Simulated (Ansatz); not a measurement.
```yaml
crystal:
  periodic: [true, true, true]
  atoms:
    - {symbol: O, position_ang: [0.029753, -0.684424, 2.071899]}
    - {symbol: W, position_ang: [0.287950, -0.079072, -0.116111]}
    - {symbol: O, position_ang: [1.743958, -0.429473, -0.630872]}
    - {symbol: O, position_ang: [-0.840572, -1.327412, -0.571430]}
    - {symbol: O, position_ang: [-1.546245, 0.850060, -0.125309]}
    - {symbol: F, position_ang: [0.718262, 1.765332, 0.486625]}
    - {symbol: H, position_ang: [2.378787, 0.314478, -0.943454]}
    - {symbol: H, position_ang: [-1.113994, -2.405171, -0.411313]}
    - {symbol: H, position_ang: [-1.567500, 1.496034, 0.454392]}
basis:
  gaussian: {orbitals: def2-mTZVPP, nuclear_model: gaussian}
hamiltonian: {xc: {name: SPW92}}
accuracy: high
```

```sh
$ ansatz run in.yaml --threads 4 --pin off --events-out ev --progress --plain --max-ram 11315MiB
```

Output, abridged:

```
Error: YAML parse error: error: line 2 column 3: crystal: missing field `lattice` (a structure is typed as `lattice` and `atoms`, a molecule's as `atoms` in Å alone, or read from a run's directory, `checkpoint`)
 --> <input>:2:3
1 | crystal:
2 |   periodic: [true, true, true]
3 |   atoms:
4 |     - {symbol: O, position_ang: [0.029753, -0.684424, 2.071899]}
```

(1) What is wrong with this run?

Results:

(1) The molecule is marked periodic without a cell. The input was rejected before any iteration.
